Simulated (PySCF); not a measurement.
**Polarisability of [AgCl2]-**

Compound: [AgCl2]- (charge -1 and singlet state).
Geometry (PBE0-D3(BJ)/def2-SVP, Å), atoms numbered from 1 in this order:
```
atom  x, y, z in Å
Ag1    0.000    0.000    0.000
Cl2   -0.019   -0.024    2.347
Cl3    0.019    0.023   -2.347
```

Level: wB97X-D/def2-SVPD (PySCF), static field, nuclei fixed, core orbitals frozen in the response. The polarisability tensor in these axes (au):

```
x   55.85  0.00 -0.26
y    0.00 55.86 -0.33
z   -0.26 -0.33 88.56
```

Problem. Give the principal values, the mean and the anisotropy Δα = √{½[(α1 − α2)² + (α2 − α3)² + (α1 − α3)²]}.

Solution. Principal values 55.85, 55.85 and 88.56 au; mean 66.76 au = 9.89 Å³ = 11.01 × 10⁻⁴⁰ C²·m²/J; Δα = 32.71 au (49 % of the mean).

Problem. In TDDFT the mean static polarisability is Σ f/ω² over all singlet excitations (ω in hartree). How much of it do the 10 lowest give? Their energies (eV) and oscillator strengths: 5.30, 0.0000; 5.30, 0.0000; 5.65, 0.0000; 6.14, 0.1156; 6.14, 0.1156; 6.51, 0.0000; 6.51, 0.0000; 6.52, 0.0000; 6.56, 0.0445; 6.65, 0.1610.

Solution. They add up to 8.00 au, 12.0 % of the 66.76 au; the largest single term is 2.70 au, from the state at 6.65 eV. Terms in order: 0.00, 0.00, 0.00, 2.27, 2.27, 0.00, 0.00, 0.00, 0.77, 2.70 au. Higher excitations give the rest. The strengths listed sum to 0.437.

Problem. What depolarisation ratio follows for Rayleigh scattering of linearly polarised light, taking the static tensor?

Solution. ρ = 3Δα²/(45ᾱ² + 4Δα²) = 3209.4/(200537 + 4279.3) = 0.0157.

Isolated species at its PBE0-D3(BJ)/def2-SVP geometry, gas phase. Atoms past krypton carry effective core potentials; spin–orbit coupling is left out. The geometry's basis has no diffuse functions.
